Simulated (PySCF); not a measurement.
Species: C8H10O2.
Numbering: `[CH3:1][O:2][CH2:3][c:4]1[cH:5][cH:6][c:7]([OH:8])[cH:9][cH:10]1` (hydrogens: H11, H12, H13 on C1; H14, H15 on C3; H16 on C5; H17 on C6; H18 on O8; H19 on C9; H20 on C10)

Cartesian coordinates in Å at the PBE0-D3(BJ)/def2-SVP level; atoms count from 1:
```
atom  x, y, z in Å
C1    -3.073    1.443   -0.370
O2    -2.821    0.804    0.846
C3    -2.189   -0.437    0.711
C4    -0.763   -0.347    0.222
C5     0.093    0.634    0.730
C6     1.417    0.717    0.312
C7     1.917   -0.191   -0.628
O8     3.194   -0.158   -1.064
C9     1.070   -1.174   -1.148
C10   -0.254   -1.239   -0.727
H11   -2.145    1.666   -0.929
H12   -3.726    0.832   -1.024
H13   -3.586    2.389   -0.149
H14   -2.213   -0.892    1.715
H15   -2.765   -1.106    0.039
H16   -0.295    1.351    1.458
H17    2.073    1.494    0.718
H18    3.659    0.564   -0.629
H19    1.467   -1.870   -1.889
H20   -0.910   -2.005   -1.150
```

Method: PySCF 2.14.0, PBE0-D3(BJ)/def2-SVP geometry optimisation, gas phase.

Masses are those of the commonest isotopes; rigid-rotor values at the optimised geometry. The values belong to one conformer with, in the numbering `[CH3:1][O:2][CH2:3][c:4]1[cH:5][cH:6][c:7]([OH:8])[cH:9][cH:10]1`, C1–O2–C3–C4 69°, O2–C3–C4–C5 42°, C6–C7–O8–H 0°.

Q: What are A, B and C (GHz)?

A: Ia = 146.94, Ib = 701.77, Ic = 759.60 u·Å²; 505379 MHz·u·Å²/I gives 3439, 720.1 and 665.3 MHz, that is A = 3.4394, B = 0.7201, C = 0.6653 GHz.

Q: Classify the top.

A: A near-prolate asymmetric top: κ = (2 × 720.1 − 3439 − 665.3)/(3439 − 665.3) = -0.96.

Q: Is it planar, by Δ = Ic − Ia − Ib?

A: Not planar: Δ = Ic − Ia − Ib = -89.11 u·Å². For a rigid frame Δ = −2 Σ m c², so Σ m c² = 44.56 u·Å² lies off the ab plane: 12.10 from hydrogen and 32.46 from heavier atoms. The atom farthest from that plane is 1.78 Å away.

Q: Give the other two planar moments, Paa and Pbb, and the rms extents of the mass along the axes.

A: Paa = Σ m a² = (Ib + Ic − Ia)/2 = 657.21 and Pbb = Σ m b² = (Ia + Ic − Ib)/2 = 102.38 u·Å². With the mass M = 138.07 u, the rms extents √(P/M) along a, b and c are 2.18, 0.86, 0.57 Å.

Q: Which lines would a microwave search look for?

A: The dipole components are |μa| = 0.66 D, |μb| = 0.73 D, |μc| = 0.50 D. The squared components, which scale the intensities, stand as 0.83 : 1.00 : 0.47 (a : b : c). Some lines, for components of 0.1 D or more:

| type | branch | J(Ka,Kc) | MHz | lower level (cm⁻¹) |
| --- | --- | --- | --- | --- |
| a | R | 1(0,1) ← 0(0,0) | 1385 | 0.000 |
| c | Q | 2(1,2) ← 2(0,2) | 2665 | 0.139 |
| a | R | 2(1,2) ← 1(1,1) | 2716 | 0.137 |
| c | Q | 1(1,1) ← 1(0,1) | 2719 | 0.046 |
| a | R | 2(0,2) ← 1(0,1) | 2770 | 0.046 |
| b | Q | 1(1,0) ← 1(0,1) | 2774 | 0.046 |
| a | R | 2(1,1) ← 1(1,0) | 2826 | 0.139 |
| b | Q | 2(1,1) ← 2(0,2) | 2830 | 0.139 |
| b | R | 1(1,1) ← 0(0,0) | 4105 | 0.000 |
| c | R | 1(1,0) ← 0(0,0) | 4160 | 0.000 |
| b | R | 2(1,2) ← 1(0,1) | 5435 | 0.046 |
| c | R | 2(1,1) ← 1(0,1) | 5600 | 0.046 |
| c | Q | 2(2,1) ← 2(1,1) | 8158 | 0.233 |
| b | Q | 2(2,0) ← 2(1,1) | 8159 | 0.233 |
| b | Q | 2(2,1) ← 2(1,2) | 8322 | 0.228 |
| b | R | 2(2,1) ← 1(1,0) | 10983 | 0.139 |
| c | R | 2(2,0) ← 1(1,0) | 10984 | 0.139 |
| c | R | 2(2,1) ← 1(1,1) | 11038 | 0.137 |
| b | R | 2(2,0) ← 1(1,1) | 11039 | 0.137 |

Q: Estimate the classical rotational partition function at 10 K, 25 K and 100 K.

A: Point group C1, symmetry number σ = 1; q = (√π/σ)·√((kT/h)³/(ABC)), k/h = 20836.6 MHz/K: 4150 at 10 K, 16400 at 25 K, 131000 at 100 K.

Not checked by PBE0-D3(BJ)/def2-SVP frequencies. Constants of a rigid frame at the computed geometry: no zero-point averaging, no centrifugal distortion. A rigid rotor knows nothing of internal rotation, which can split or shift real lines.
